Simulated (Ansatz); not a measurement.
Basis-set extrapolation for `CC[SiH2][SiH3]` (PBE0-D4/def2-TZVP geometry, frozen core, the Gaussian-basis code of Ansatz). Multiplicity 1, RHF reference.

|  | def2-TZVPP | def2-QZVPP |
| --- | --- | --- |
| HF | -659.470800 | -659.492620 |
| MP2 correlation | -0.615801 | -0.656335 |
| CCSD(T) correlation | -0.709960 | not run |

Energies in hartree. Use E(X) = E(∞) + A·exp(−7.88·√X) for Hartree–Fock and E(X) = E(∞) + B·X^(−2.97) for correlation, with X = 3 and 4, and add CCSD(T) minus MP2 of the smaller set to the MP2 limit.

Problem. What is the CCSD(T) energy at the basis-set limit?

Solution. HF limit: -659.492620 + (-0.021820) × 0.13774 = -659.49563. MP2 limit: -0.656335 + (-0.040534) × 0.74074 = -0.68636. Higher-order term: -0.709960 − (-0.615801) = -0.09416. Total: -660.27615 hartree, 2.60 eV below CCSD(T)/def2-TZVPP.
